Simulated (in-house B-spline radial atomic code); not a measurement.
A fraction x of an electron is removed from 4p in I⁵⁺, starting from [Kr] 4d10 5s2 and keeping the highest spin. All numbers are computed (scalar-relativistic (X2C) CAM-B3LYP, spin-polarised, spherical fractional occupations; Fermi nucleus of rms radius 4.75 fm) with a radial B-spline atomic code at the basis-set limit, not measured.

Caution: exact exchange at fractional occupations of open shells leaves self-interaction of up to several eV.

| x | E(x) - E(0) (eV) | 4p down level (eV) |
| --- | --- | --- |
| 0 | 0.0000 | -193.184 |
| 0.11 | 21.3687 | -195.340 |
| 0.21 | 41.0010 | -197.307 |
| 0.37 | 72.8231 | -200.471 |
| 0.44 | ? | ? |
| 0.5 | 99.0522 | -203.056 |
| 0.51 | 101.0838 | -203.256 |
| 0.72 | 144.2083 | -207.459 |
| 0.76 | ? | ? |
| 0.88 | 177.6594 | -210.683 |
| 1 | 203.0871 | -213.112 |

Task: What belongs in the row x = 0.44?

Result: An energy change of 86.9047 eV; 4p down at -201.862 eV.

Task: What belongs in the row x = 0.76?

Result: An energy change of 152.5228 eV; 4p down at -208.263 eV.

Task: Check Janak's theorem between x = 0.11 and 0.21.

Result: The slope of the energy is 196.32 eV; the orbital levels give 196.32 eV (-ε of the emptying orbital, averaged over the two points).
